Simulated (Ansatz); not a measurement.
Setting up GeH4 (SMILES [GeH4]) in Ansatz

GeH4 has 5 atoms, charge 0, and is taken as a singlet. As SMILES, `[GeH4]`. The shape is that of a PBE0-D4/def2-TZVP optimisation.

```xyz
5

Ge    0.0001    0.0001    0.0000
H     1.1481   -0.7563    0.6806
H    -1.2388   -0.0300    0.9042
H    -0.3292   -0.6691   -1.3406
H     0.4198    1.4554   -0.2441
```

Settings wanted:

```
basis set              : aug-cc-pVDZ
core potential         : none
integral approximation : none
number of roots        : 3
root multiplicities    : (1, 1, 1)
state weights          : (1, 1, 1)
active electrons       : 4
active orbitals        : 5
orbitals optimised     : yes
task                   : energy
method                 : NEVPT2
dispersion             : none
reference              : RHF
accuracy               : medium
cores left out         : program's default
frozen core orbitals   : see input
```

**Question.** Write the Ansatz 0.2.0 input and the command.

**Answer.** This one ran through:

in.yaml:
```yaml
basis:
  gaussian: {orbitals: aug-cc-pVDZ}
crystal:
  periodic: [false, false, false]
  atoms:
    - symbol: Ge
      position_ang: [0.000100, 0.000100, -0.000000]
    - symbol: H
      position_ang: [1.148100, -0.756300, 0.680600]
    - symbol: H
      position_ang: [-1.238800, -0.030000, 0.904200]
    - symbol: H
      position_ang: [-0.329200, -0.669100, -1.340600]
    - symbol: H
      position_ang: [0.419800, 1.455400, -0.244100]
correlation:
  method: sc_nevpt2
  active_space: {window: {electrons: 4, orbitals: 5}, states: [{multiplicity: 1, weights: [1, 1, 1]}]}
```

```bash
$ ansatz run in.yaml --threads 1 --pin off --max-ram 3480MiB --events-out events.jsonl --progress --plain --runs-dir runs
```

Calculated total energy: -2077.56623 Eh.
